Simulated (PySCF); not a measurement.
**Löwdin shares of the frontier orbitals**

C3H9FN2Si.
Z-matrix (Å and degrees, GFN2-xTB geometry), rows numbered from 1:
```
F 
C   1  1.3732
C   2  1.5280  1  110.54
C   3  1.5327  2  111.93  1    64.60
N   4  1.4455  3  106.14  2   154.78
Si  5  1.7189  4  112.08  3   -29.41
N   3  1.4444  2  109.91  1  -177.80
H   2  1.0945  1  107.32  3   121.14
H   2  1.0953  1  106.85  3  -120.98
H   3  1.1014  2  108.10  1   -55.56
H   4  1.0942  3  110.67  2   -85.21
H   4  1.0993  3  109.38  2    33.91
H   5  1.0056  4  113.69  3  -176.51
H   6  1.4639  5  107.10  4   132.94
H   6  1.4655  5  119.23  4   -97.36
H   7  1.0059  3  113.83  2    65.64
```

Method used: TDDFT wB97X-D/def2-SVPD, vertical, gas phase, core orbitals frozen in the response in PySCF.

Kohn–Sham orbitals with the atoms that hold most of them (Löwdin shares over 4%, at most four atoms; ? is withheld):

| orbital | ε (eV) | atoms |
| --- | --- | --- |
| HOMO-3 | -11.49 | F1 25%, C2 16%, Si6 13%, C3 9% |
| HOMO-2 | -11.22 | F1 20%, C3 17%, C2 16%, C4 13% |
| HOMO-1 | -8.89 | ? |
| HOMO | ? | ? |
| LUMO | 2.01 | Si6 36%, H14 13%, H15 12%, H16 10% |
| LUMO+1 | 2.20 | Si6 39%, H13 9%, C4 7%, H16 6% |
| LUMO+2 | 2.84 | Si6 23%, C2 20%, H9 11%, F1 9% |

**Question.** Give the leading atoms of the HOMO.

**Answer.** N5 (bonded to C, Si and H) 50%; N7 (bonded to C, Si and H) 11%; C4 (bonded to C, N and 2 H) 11%; Si6 (bonded to 2 N and 2 H) 7%. By element: nitrogen 61%, carbon 11% or more, silicon 7%.

**Question.** Give the leading atoms of the HOMO-1.

**Answer.** N7 (bonded to C, Si and H) 44%; Si6 (bonded to 2 N and 2 H) 12%; C3 (bonded to 2 C, N and H) 9%; N5 (bonded to C, Si and H) 7%. By element: nitrogen 51%, silicon 12%, carbon 9% or more.

**Question.** What is the HOMO energy, and the HOMO–LUMO gap?

**Answer.** ε(HOMO) = -8.67 eV; the gap is 10.68 eV (0.3925 hartree).

**Question.** How does S1 compare with the orbital gap of 10.68 eV?

**Answer.** S1 is at 6.10 eV (f = 0.011), 4.58 eV below the gap, made of HOMO→LUMO (53%), HOMO-1→LUMO (21%), HOMO→LUMO+1 (20%). Without the coupling terms of the response equations the lowest excitation would equal the gap.

Next come S2 at 6.24 eV (f 0.013), HOMO-1→LUMO (66%), HOMO→LUMO (26%); S3 at 6.54 eV (f 0.0014), HOMO→LUMO+1 (60%), HOMO→LUMO+3 (14%), HOMO→LUMO (10%); S4 at 6.79 eV (f 0.0049), HOMO-1→LUMO+1 (69%); S5 at 7.51 eV (f 0.0018), HOMO→LUMO+4 (21%), HOMO→LUMO+6 (21%), HOMO→LUMO+2 (20%).

Löwdin shares depend on the basis, the more so with diffuse functions.

Time: 1.7 min wall; peak memory 0.90 GiB. Hardware: one thread of an Intel Xeon at 2.50 GHz, no GPU, shared host.

One conformer stands for the species.
